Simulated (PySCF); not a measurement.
Isomers C$_{6}$H$_{6}$FNO:

A. SMILES CC(=O)/C(=C\C#N)CF
B. SMILES Fc1conc1C1CC1
C. SMILES CC1=CC[C@@](F)(C#N)O1

Spectrum 1. ¹H NMR (400 MHz, computed): δ 8.46 (m, 1H), 1.90 (m, 1H), 1.23 (m, 2H), 1.19 (m, 2H). ¹³C{¹H} NMR (computed): δ 161.7 (C), 160.2 (C), 149.4 (CH), 15.1 (CH2), 6.7 (CH).

Spectrum 2. ¹H NMR (400 MHz, computed): δ 4.87 (m, 1H), 3.44 (m, 1H), 3.37 (m, 1H), 2.08 (s, 3H). ¹³C{¹H} NMR (computed): δ 163.2 (C), 119.4 (C), 112.3 (C), 101.1 (CH), 51.8 (CH2), 16.1 (CH3).

Spectrum 3. ¹H NMR (400 MHz, computed): δ 6.40 (m, 1H), 5.54 (m, 2H), 2.93 (s, 3H). ¹³C{¹H} NMR (computed): δ 201.8 (C), 162.4 (C), 122.9 (C), 110.2 (CH), 86.1 (CH2), 33.8 (CH3).

- structure optimised with GFN2-xTB
- GIAO PBE0/pcSseg-1 shieldings
- code: PySCF
- isolated molecule, relativity neglected, a single conformation, fast rotation and ring inversion assumed for equivalent nuclei

References, each an isolated molecule treated in the same way: ¹H, ¹³C against TMS. Splittings of carbon signals by F and P are missing where no couplings were computed. Where no couplings were computed, multiplicities follow the n + 1 count of equivalent neighbours, and m marks all less simple cases (inequivalent or close neighbours, rings, F or P nearby). Shifts are as computed. Against solution values, carbons near 30 ppm lie about +3 ppm off and those near 130 ppm about +5 ppm. Of 1211 compounds with measured shifts, 218 miss one by over three times the rms of a fit or turn the order of signals round; such compounds aren't used in these exercises.

**Question.** Which spectrum belongs to which compound?

**Answer.** 1–B, 2–C, 3–A.

- Spectrum 1 (B): 5 ¹³C signals; δC 160.2 is an aromatic carbon bearing fluorine; δC 15.1 is a three-membered-ring carbon.
- Spectrum 2 (C): 6 ¹³C signals; δC 163.2 is an alkene carbon bearing oxygen; δC 119.4 is a nitrile carbon.
- Spectrum 3 (A): 6 ¹³C signals; δC 201.8 is a ketone carbonyl carbon; δC 162.4 is an α carbon of a C=C–C=O unit.
